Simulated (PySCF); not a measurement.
C3H4BrCl, SMILES ClC1(Br)CC1. Atoms are numbered in the order given.

```xyz
9

Cl     1.2074     1.5694     0.0000
C     -0.2464     0.5579     0.0000
Br     0.1467    -1.3424     0.0000
C     -1.4482     1.0339     0.7616
C     -1.4482     1.0339    -0.7616
H     -2.0509     0.2761     1.2850
H     -1.3510     1.9980     1.2843
H     -2.0509     0.2761    -1.2850
H     -1.3510     1.9980    -1.2843
```

Geometry: PBE-D3(BJ)/def2-SVP.

Level of theory: PySCF with PBE-D3(BJ)/def2-SVP.

Frequencies are harmonic and unscaled.

Computed normal modes with their intensities:
```json
[
 {"mode": "1", "ν (cm⁻¹)": "215", "IR (km/mol)": "0.5", "moving atoms (share of kinetic energy)": "Cl 55 %, Br 26 %, C 17 %"},
 {"mode": "2", "ν (cm⁻¹)": "254", "IR (km/mol)": "0.1", "moving atoms (share of kinetic energy)": "C 43 %, Br 23 %, H 20 %, Cl 15 %"},
 {"mode": "3", "ν (cm⁻¹)": "274", "IR (km/mol)": "0.1", "moving atoms (share of kinetic energy)": "C 47 %, H 45 %"},
 {"mode": "4", "ν (cm⁻¹)": "376", "IR (km/mol)": "0.1", "moving atoms (share of kinetic energy)": "C 74 %, H 18 %"},
 {"mode": "5", "ν (cm⁻¹)": "429", "IR (km/mol)": "11.8", "moving atoms (share of kinetic energy)": "C 47 %, Cl 28 %, Br 14 %, H 11 %"},
 {"mode": "6", "ν (cm⁻¹)": "650", "IR (km/mol)": "65.0", "moving atoms (share of kinetic energy)": "C 51 %, H 29 %, Cl 18 %"},
 {"mode": "7", "ν (cm⁻¹)": "737", "IR (km/mol)": "3.7", "moving atoms (share of kinetic energy)": "H 95 %"},
 {"mode": "8", "ν (cm⁻¹)": "863", "IR (km/mol)": "0.0", "moving atoms (share of kinetic energy)": "H 84 %, C 16 %"},
 {"mode": "9", "ν (cm⁻¹)": "893", "IR (km/mol)": "0.2", "moving atoms (share of kinetic energy)": "C 77 %, H 22 %"},
 {"mode": "10", "ν (cm⁻¹)": "956", "IR (km/mol)": "9.9", "moving atoms (share of kinetic energy)": "C 87 %, H 13 %"},
 {"mode": "11", "ν (cm⁻¹)": "1005", "IR (km/mol)": "25.3", "moving atoms (share of kinetic energy)": "H 72 %, C 28 %"},
 {"mode": "12", "ν (cm⁻¹)": "1027", "IR (km/mol)": "0.0", "moving atoms (share of kinetic energy)": "H 64 %, C 36 %"},
 {"mode": "13", "ν (cm⁻¹)": "1087", "IR (km/mol)": "63.3", "moving atoms (share of kinetic energy)": "H 55 %, C 45 %"},
 {"mode": "14", "ν (cm⁻¹)": "1122", "IR (km/mol)": "0.0", "moving atoms (share of kinetic energy)": "H 78 %, C 22 %"},
 {"mode": "15", "ν (cm⁻¹)": "1242", "IR (km/mol)": "11.0", "moving atoms (share of kinetic energy)": "C 63 %, H 36 %"},
 {"mode": "16", "ν (cm⁻¹)": "1364", "IR (km/mol)": "9.6", "moving atoms (share of kinetic energy)": "H 92 %"},
 {"mode": "17", "ν (cm⁻¹)": "1413", "IR (km/mol)": "17.2", "moving atoms (share of kinetic energy)": "H 63 %, C 37 %"},
 {"mode": "18", "ν (cm⁻¹)": "3071", "IR (km/mol)": "1.9", "moving atoms (share of kinetic energy)": "H 95 %"},
 {"mode": "19", "ν (cm⁻¹)": "3072", "IR (km/mol)": "0.1", "moving atoms (share of kinetic energy)": "H 95 %"},
 {"mode": "20", "ν (cm⁻¹)": "3168", "IR (km/mol)": "0.0", "moving atoms (share of kinetic energy)": "H 89 %, C 11 %"},
 {"mode": "21", "ν (cm⁻¹)": "3175", "IR (km/mol)": "0.0", "moving atoms (share of kinetic energy)": "H 89 %, C 11 %"}
]
```
